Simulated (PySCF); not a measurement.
CH4BFO2. Atoms are numbered in the order given.

```xyz
9

B     -0.0159     0.0838     0.5047
F     -0.3502    -0.3090     1.7368
O      0.5969     1.2808     0.3174
H      0.7345     1.7522     1.1443
O     -0.3096    -0.7437    -0.5129
C     -0.0037    -0.4334    -1.8481
H      0.6798    -1.1953    -2.2544
H     -0.9276    -0.4484    -2.4470
H      0.4682     0.5562    -1.9442
```

The structure is a stationary point at PBE0-D3(BJ)/def2-SVP. The values are those of a single conformer.

The numbers are results of PBE0-D3(BJ)/def2-SVP (PySCF), not measurements.

Frequencies are harmonic and unscaled.

A small imaginary wavenumber (i) marks a very flat motion, where grid noise or a shallow saddle decides the sign.

```tsv
mode	ν (cm⁻¹)	IR (km/mol)	moving atoms (share of kinetic energy)
1	2i	0.0	H 94 %
2	151	9.3	O 47 %, H 19 %, F 17 %, C 16 %
3	249	5.6	O 39 %, C 30 %, H 22 %
4	442	24.4	F 39 %, O 34 %, H 12 %, C 9 %
5	500	103.9	H 90 %
6	512	1.7	O 38 %, F 31 %, H 12 %, C 10 %, B 9 %
7	681	86.4	B 81 %, O 13 %
8	839	20.6	O 58 %, F 19 %, H 11 %, C 11 %
9	997	122.9	H 70 %, O 19 %, F 9 %
10	1162	27.7	O 39 %, C 33 %, H 21 %
11	1191	0.1	H 77 %, C 19 %
12	1213	3.5	H 60 %, C 19 %, O 14 %
13	1442	163.4	H 63 %, B 17 %, C 14 %
14	1453	447.8	B 67 %, O 12 %, F 11 %, H 9 %
15	1478	4.4	H 97 %
16	1481	6.8	H 93 %
17	1574	453.4	B 52 %, O 24 %, H 22 %
18	3051	47.0	H 97 %
19	3144	23.4	H 90 %, C 10 %
20	3158	13.7	H 90 %, C 10 %
21	3932	114.7	H 94 %
```
